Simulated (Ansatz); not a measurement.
Ideal-gas functions of I$_{3}$P, SMILES `IP(I)I` at 400 K and 1 bar, from an Ansatz frequency run at PBE0-D4/def2-TZVP.

Molar mass 411.69 g/mol, point group C3v (symmetry number 3), electronic degeneracy 1, moments of inertia 955.731, 955.763, 1846.402 u Å². Harmonic wavenumbers (cm⁻¹, unscaled): 77, 77, 113, 323, 345, 345.

Use S(trans) = R[1.5 ln M + 2.5 ln T − 1.1517]; rotational temperatures θ = 24.2544 K / I; S(rot) = R[ln(√π/σ · √(T³/θAθBθC)) + 1.5]; for each mode x = 1.438777 ν̃/T, S = R[x/(eˣ − 1) − ln(1 − e⁻ˣ)] and H = RT x/(eˣ − 1); 1 cm⁻¹ = 0.0119627 kJ/mol; R = 8.31446 J/(mol·K).

**Question.** By hand: the entropy, in J/(mol·K).

**Answer.** Translation 190.0. Rotation: θ = 0.0254, 0.0254, 0.0131 K, giving 131.4. Vibration, mode by mode: 19.02, 19.02, 15.86, 7.52, 7.03, 7.03, in all 75.5. Electronic 0.0. Sum 396.9 J/(mol·K).

**Question.** By hand: H − E and G − E in kJ/mol, counted from the electronic energy.

**Answer.** Zero-point energy ½ × 1280 × 0.0119627 = 7.7; thermal vibration 13.6; translation, rotation and pV give 4 RT = 13.3. H − E = 34.6 kJ/mol, and G − E = 34.6 − 400 × 396.9/1000 = -124.2 kJ/mol.

Vibration gives 19 % of the entropy, 53.9 J/(mol·K) of it from the modes under 150 cm⁻¹: soft modes count most, and the harmonic formula is weakest for them.
